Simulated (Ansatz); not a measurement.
Species: GeH₃, charge -1, multiplicity 1. 
Geometry from a B3LYP-D3(BJ)/def2-TZVP (Ansatz, an electronic-structure program) optimisation:
```xyz
4

Ge     0.0009    -0.0012     0.0771
H     -1.3464    -0.2008    -0.8098
H      0.8427    -1.0378    -0.8496
H      0.4734     1.2766    -0.8094
```
Charge -1, spin multiplicity 1.

Basis-set convergence of Hartree-Fock and CCSD correlation energies (hartree) with Ansatz. Valence correlation only, unless marked. No spin-orbit coupling. Frozen are the shells of the preceding noble gas and the d and f shells that filled before the atom's block. No relativistic terms.

```csv
basis,functions,E(HF),"E(corr, CCSD)"
aug-cc-pVDZ,63,-2077.05057,-0.15526
aug-cc-pVTZ,128,-2077.12297,-0.17618
aug-cc-pVQZ,231,-2077.12648,-0.18129
```

Extrapolating the two largest sets (X = 3 and 4) as X^-3: E(corr) = (64·(-0.18129) - 27·(-0.17618))/37 = -0.1850 Eh, an estimate of the basis-set limit. The largest set recovers 98.0 % of it, the smallest 83.9 %.
